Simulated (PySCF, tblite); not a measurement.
Isomers of C5H11FSi, one GFN2-xTB conformer each. Single-point energies are computed at PBE0/pcSseg-1 (PySCF, gas phase, no added dispersion term), electronic only.

Question: Rank them by PBE0/pcSseg-1 energy, lowest first (kJ/mol).
A. `[CH3:1][CH2:2]/[CH:3]=[CH:4]/[SiH2:5][CH2:6][F:7]` with C1–C2–C3–C4 -120°, C3–C4–Si5–C6 -135°, C4–Si5–C6–F7 -59°
B. `[CH3:1][CH2:2]/[CH:3]=[CH:4]\[CH2:5][SiH2:6][F:7]` with C1–C2–C3–C4 -115°, C3–C4–C5–Si6 93°, C4–C5–Si6–F7 -176°
C. `[CH3:1][C@@H:2]([F:3])[C@H:4]1[CH2:5][CH2:6][SiH2:7]1` with C1–C2–C4–C5 180°, C2–C4–C5–C6 135°, C4–C5–C6–Si7 -13°, C5–C6–Si7–C4 11°, C2–C4–Si7–C6 -130°
D. `[CH3:1][CH2:2][C@@H:3]1[CH2:4][C@:5]1([F:6])[SiH3:7]` with C1–C2–C3–C4 -84°
E. `[F:1][CH2:2][C@H:3]1[CH2:4][CH2:5][SiH2:6][CH2:7]1` with F1–C2–C3–C4 -60°, C2–C3–C4–C5 175°, C3–C4–C5–Si6 -38°, C4–C5–Si6–C7 14°, C5–Si6–C7–C3 13°

Answer: B (0.0), E (84.2), C (147.4), A (185.0), D (210.1).

As drawn, the lowest has an Si–F bond and a C=C bond outside aromatic rings, which the highest lacks; the highest has a three-membered ring, which the lowest lacks. GFN2-xTB itself gives, in the same order: 0.0, 98.7, 150.0, 216.0, 155.9. Both levels put the same isomer lowest; measured from each level's own lowest isomer, the values differ by up to 54.2 kJ/mol (CC[C@@H]1C[C@]1(F)[SiH3]: 155.9 against 210.1).

Which frontier levels, dipoles and rotational constants go with these structures?

```json
{"SMILES": "CC/C=C\\C[SiH2]F", "HOMO (eV, PBE0/pcSseg-1)": "-7.03", "LUMO (eV)": "0.08", "dipole (D)": "1.80", "A, B, C (MHz)": "3610, 994.2, 868.8"}
{"SMILES": "FC[C@H]1CC[SiH2]C1", "HOMO (eV, PBE0/pcSseg-1)": "-8.22", "LUMO (eV)": "0.90", "dipole (D)": "1.66", "A, B, C (MHz)": "4135, 1357, 1183"}
{"SMILES": "C[C@@H](F)[C@H]1CC[SiH2]1", "HOMO (eV, PBE0/pcSseg-1)": "-7.86", "LUMO (eV)": "0.34", "dipole (D)": "1.69", "A, B, C (MHz)": "3500, 1541, 1371"}
{"SMILES": "CC/C=C/[SiH2]CF", "HOMO (eV, PBE0/pcSseg-1)": "-7.53", "LUMO (eV)": "-0.21", "dipole (D)": "2.05", "A, B, C (MHz)": "4380, 764.5, 710.7"}
{"SMILES": "CC[C@@H]1C[C@]1(F)[SiH3]", "HOMO (eV, PBE0/pcSseg-1)": "-7.81", "LUMO (eV)": "0.73", "dipole (D)": "1.80", "A, B, C (MHz)": "3198, 1361, 1109"}
```

What happens when harmonic zero-point energies from GFN2-xTB frequencies are added?

```tsv
SMILES	ZPE (kJ/mol)	electronic (kJ/mol)	with ZPE (kJ/mol)
CC/C=C\C[SiH2]F	378.6	0.0	0.0
FC[C@H]1CC[SiH2]C1	385.5	84.2	91.1
C[C@@H](F)[C@H]1CC[SiH2]1	381.4	147.4	150.2
CC/C=C/[SiH2]CF	374.0	185.0	180.3
CC[C@@H]1C[C@]1(F)[SiH3]	372.6	210.1	204.0
```

The zero-point energies span 12.9 kJ/mol. The order is unchanged.
